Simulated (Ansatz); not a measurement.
Species: sum formula AlOF2H (charge 0, singlet). 
Geometry from a B3LYP-D3(BJ)/def2-TZVP (Ansatz, a first-principles code) optimisation:
SMILES: [F][Al]([F])[OH]
```xyz
5

O      1.6043    -0.4426     0.0146
Al    -0.0158    -0.0052    -0.0007
F     -1.1540    -1.1796    -0.0993
F     -0.5081     1.5604     0.0797
H      2.3301     0.1804     0.0700
```
Charge 0, spin multiplicity 1.

Dipole moments at this geometry, in debye (magnitudes).

```tsv
level	program	dipole (D)
PBE/def2-TZVPD	Ansatz	1.91
BLYP/def2-TZVPD	Ansatz	1.91
B3LYP/def2-TZVPD	Ansatz	1.96
PBE0/def2-TZVPD	Ansatz	1.96
BHLYP/def2-TZVPD	Ansatz	2.01
r2SCANh/def2-TZVPD	Ansatz	1.95
r2SCAN0/def2-TZVPD	Ansatz	1.98
HSE06/def2-TZVPD	Ansatz	?
CAM-B3LYP/def2-TZVPD	Ansatz	1.98
LC-wPBE/def2-TZVPD	Ansatz	1.98
wB97M-V/def2-TZVPD	Ansatz	1.95
wB97X-V/def2-TZVPD	Ansatz	1.95
CCSD(T)/aug-cc-pV(D+d)Z	Ansatz	?
```

Task: Some entries are withheld; supply them.

Result: 
- HSE06/def2-TZVPD, dipole (D): 1.96
- CCSD(T)/aug-cc-pV(D+d)Z, dipole (D): 1.95
